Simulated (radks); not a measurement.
All-electron atom: Ge12+ in [Ne] 3s1 3p6 3d3 (not the ground configuration). Method: scalar-relativistic Kohn-Sham, BLYP, spin-polarised, spherical densities, finite nucleus; open shells are filled with parallel spins first; Fermi nuclear charge, rms radius 4.0742 fm; computed with a radial shooting solver on a logarithmic mesh with Libxc functionals. Some entries of the table are withheld. Estimate them.

| orbital | occ. | eigenvalue (hartree) | <r> (bohr) |
|---|---|---|---|
| 1s up | 1 | -416.2716 | 0.04700 |
| 1s down | 1 | -416.2352 | 0.04700 |
| 2s up | 1 | -63.86373 | 0.2096 |
| 2s down | 1 | -63.68146 | 0.2092 |
| 2p up | 3 | (1) | 0.1833 |
| 2p down | 3 | (2) | 0.1829 |
| 3s up | 1 | (3) | (4) |
| 3s down | 0 | (5) | (6) |
| 3p up | 3 | -15.89482 | 0.5679 |
| 3p down | 3 | -15.55532 | 0.5717 |
| 3d up | 3 | -12.75398 | 0.5383 |
| 3d down | 0 | -12.40497 | 0.5430 |

Answer. 
(1) 2p up eigenvalue (hartree): -57.52003
(2) 2p down eigenvalue (hartree): -57.37526
(3) 3s up eigenvalue (hartree): -17.89322
(4) 3s up <r> (bohr): 0.5687
(5) 3s down eigenvalue (hartree): -17.54997
(6) 3s down <r> (bohr): 0.5718
